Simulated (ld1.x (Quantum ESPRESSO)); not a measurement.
**tin (Sn): excitation energies, all-electron against TM**

| Item | Value |
| --- | --- |
| Element | Sn |
| Generator | ld1.x (Quantum ESPRESSO) 7.5 |
| Type | norm-conserving Troullier–Martins (Kleinman–Bylander form) |
| Functional | Wu–Cohen |
| Relativity | scalar-relativistic |
| Frozen core | [Kr] 4d10 |
| Valence charge | 4 |
| Reference configuration | 5s2 5p1.75 (charge +0.25) |
| Partial waves | 5s (bound): rc 1.80 bohr; 5p (bound): rc 2.55 bohr |
| Local potential | all-electron potential smoothed inside 1.60 bohr (lloc = -2) |
| Core correction | a·sin(br)/r model core inside 1.75 bohr |

Energies are relative to the spin-unpolarised reference configuration 5s2 5p1.75; without spin polarisation the order of configurations can differ from experiment.

```csv
valence configuration,charge,ΔE all-electron (eV),error AE − PS (meV)
5s2 5p1,+1,5.788,-4.3
5s2 5p0,+2,19.773,-46
5s2 5p2.3,-0.3,-1.966,+0.3
5s1 5p2,+1,13.497,-25
5s2 5p1.5,+0.5,1.510,-0.5
```

Question: What are ΔE and the potential's error for 5s1 5p3?

Answer: ΔE = 5.907 eV all-electron; the error (AE − PS) is -12 meV.

Question: What are ΔE and the potential's error for 5s2 5p2?

Answer: ΔE = -1.116 eV all-electron; the error (AE − PS) is +0.2 meV.

Levels in the configuration 5s2 5p2.3:

```csv
level,all-electron (eV),pseudo (eV)
5s,-8.699,-8.698
5p,-1.990,-1.990
```

Note: ghost state, extra bound levels that the all-electron valence spectrum of the same l lacks: d at -1.81 eV. A true bound ghost makes a file unfit for plane-wave use.
